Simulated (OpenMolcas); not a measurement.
Predicting a hybrid from its neighbours: [GeH5]−

The species is [GeH5]− (6 atoms), meant as a singlet with charge -1. As SMILES, `[H][Ge-]([H])([H])([H])[H]`. Geometry: a GFN2-xTB relaxation, a rough one for these elements and not checked as a minimum.

The HOMO–LUMO gap y, in eV, basis def2-TZVPP; a is the functional's share of exact exchange. Programs: OpenMolcas 26.06.

| functional | program | a | y (eV) |
| --- | --- | --- | --- |
| TPSS | OpenMolcas | 0 | 3.96 |
| BLYP | OpenMolcas | 0 | 3.43 |
| B3LYP | OpenMolcas | 0.2 | 4.90 |
| PBE0 | OpenMolcas | 0.25 | ? |
| BHLYP | OpenMolcas | 0.5 | 7.10 |

Q: Fit y = c + s·a to the known rows and predict PBE0.

A: 
1. Means of the 4 rows: a = 0.1750, y = 4.848.
2. Σ(Δa)² = 0.1675, Σ(Δa·Δy) = 1.1367, so the slope is 1.1367/0.1675 = 6.7863.
3. Intercept: 4.848 − (6.7863) × 0.1750 = 3.660. The largest residual of the fit is 0.30.
4. PBE0: 3.660 + (6.7863) × 0.25 = 5.36 eV.

The run gave 5.35 eV, so the prediction is off by +0.01 eV, within the scatter of the fit. Exact exchange lowers occupied levels and raises empty ones. The rows mix families of semi-local functionals, which the line can't see.
